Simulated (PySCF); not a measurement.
Compound: C2H6N2Si.
Cartesian coordinates in Å at the PBE0-D3(BJ)/def2-SVP level; atoms count from 1:
```
atom  x, y, z in Å
C1     2.6245   -0.3380    0.4466
C2     1.4202   -0.1571    0.4673
Si3   -0.4140    0.0855    0.5336
N4    -1.3783   -1.2135   -0.0505
N5    -0.6872    1.4527   -0.4720
H6     3.6879   -0.4986    0.4293
H7    -0.7689    0.1891    1.9824
H8    -1.2766   -1.5302   -1.0082
H9    -1.6172   -1.9774    0.5709
H10    0.0370    2.1506   -0.5904
H11   -1.6165    1.8423   -0.5759
```

Lines to be assigned: C 1s: 289.98 (area 1), 290.28 (area 1) eV; N 1s: 404.53 eV; Si 1s: 1847.19 eV; Si 2p3/2: 107.13 eV.

Computed with PySCF, delta-SCF UKS SCAN, pcX-2 on the ionised atom, pcseg-1 elsewhere, spin-free X2C. One conformer (not necessarily the lowest) at the PBE0-D3(BJ)/def2-SVP geometry, without solvent, vibrations or thermal averaging.

(1) Order the carbon atoms by C 1s binding energy.

## Answers

(1) 289.98 eV: C2 (alkyne carbon); 290.28 eV: C1 (terminal alkyne carbon). The listed C 1s values span 0.30 eV, from C2 (bonded to C (triple bond) and Si) to C1 (bonded to C (triple bond) and H). Summing the Pauling electronegativity differences to the bonded atoms, each weighted by its formal bond order, gives -0.65 for the lowest site and -0.35 for the highest.

Bonded neighbours of each site: C1: C (triple bond) and H; C2: C (triple bond) and Si; Si3: 2 N, C and H; N4/N5: 2 H and Si.

Task: Express the binding energy of Si 2p3/2 of Si3 in atomic units and per mole.

Result: 107.13 eV = 3.9370 Eh = 10336 kJ/mol.

Topologically equivalent atoms share the value of their first member; where this conformer doesn't relate them by symmetry, their own values could differ. Spin contamination (⟨S²⟩ against 0.75 for a pure doublet) is marked for C 1s of C1 (0.85) and C 1s of C2 (0.87), which makes these values less certain. Spin–orbit coupling isn't in the SCF: each 2p doublet comes from a relaxed spin-free hole plus a matrix of the shell (mean-field spin–orbit coupling and the ground-state 2p splitting), with 2p3/2 averaged over its two sublevels. 2p1/2 minus 2p3/2 (ligand field included): Si 0.62 eV.

Time: 33 s wall. Hardware: x86-64 server, one thread, shared host.
